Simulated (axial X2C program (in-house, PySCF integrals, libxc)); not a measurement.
**Worked dissociation energy of FeCl⁺: PBE0, spin-free**

Computed with an in-house relativistic program for diatomic molecules. Spin-free means the one-electron spin-free X2C Hamiltonian. Basis: Fe dyall-cv3z [9s10p6d3f2g], Cl dyall-av3z [9s8p3d2f] (cores contracted in-house); Gaussian nuclei, density fitting, unrestricted open shells. Masses: Fe 55.935 u, Cl 34.969 u.

Molecular state: M_S = 2, Λ = 2 (beyond evenly filled blocks: σα, π+α, π-α, δ+α, δ+β, δ-α).

| Item | Value |
| --- | --- |
| E(Fe+) (2M_S = 5, M_L = 0) | -1272.142514 hartree |
| E(Cl) (2M_S = 1, M_L = 0) | -461.434162 hartree |
| E(FeCl⁺) at Re | -1733.693001 hartree |
| ωe | 504.3 cm⁻¹ |
| ωexe | 1.51 cm⁻¹ |

Work out De and D0.

De = -1272.142514 + (-461.434162) − (-1733.693001) = 0.11633 hartree = 3.165 eV. The zero-point energy is ωe/2 − ωexe/4 = 252 cm⁻¹ = 0.031 eV, so D0 = 3.134 eV.

One determinant describes the state; a PBE0 search over occupations chose it and may have missed a lower one. De is counted from the lowest determinant-based energies of the atoms at the same level, without counterpoise correction. Other states lie close and PBE0, whose exact exchange favours high spin, may order them wrongly; the determinant shown need not be the ground state. The nearest other spin-free determinant of the search, M_S = 2, Λ = 1, lies 0.23 eV up at the distance of the search. The functionals have no current-density term, which raises determinants with orbital currents, atoms included.

Each atomic determinant is the lowest at this level and need not be a pure term. Totals compare only within one Hamiltonian and basis.
